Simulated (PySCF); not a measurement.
## CrO: one state, many levels of theory

State: ⁵Π (quintet), unpaired electrons σ ↑, π ↑, δ ↑↑. Set-up: Cr def2-TZVPP, O def2-TZVPP; no relativity (PySCF 2.14). De refers to Cr (3d5 4s1) + O in their high-spin ground configurations, without counterpoise correction. The functionals are run spin-unrestricted. A positive dipole means Cr(−)O(+). Levels whose curve was spin-contaminated or gave no clean fit are not listed.

```
  Level  Re (Å)  ωe (cm⁻¹)  De (eV)  μ (D)
    PBE   1.605        927     5.23  -3.51
 revPBE   1.612        908     4.91  -3.54
   BLYP   1.618        914     5.30  -3.64
   BP86   1.605        934     5.30  -3.51
 r²SCAN   1.608        889     4.57  -3.76
   PBE0   1.606        847     3.99  -4.11
   MN15   1.591        916     4.39  -4.47
ωB97M-V   1.602        869     4.08  -4.46
```

(1) What does the step from GGA to meta-GGA do here, going from PBE to r²SCAN?

The metal atom is held in its measured ground configuration; semilocal functionals can put another filling of s and d lower by some tenths of an eV, and De to that atom would be smaller. With d or f electrons several states lie close, and the lowest PBE0 determinant need not be the measured ground state.

Results:

(1) r²SCAN less PBE: +0.3 pm in Re, -4.1 % in ωe, -0.66 eV in De.
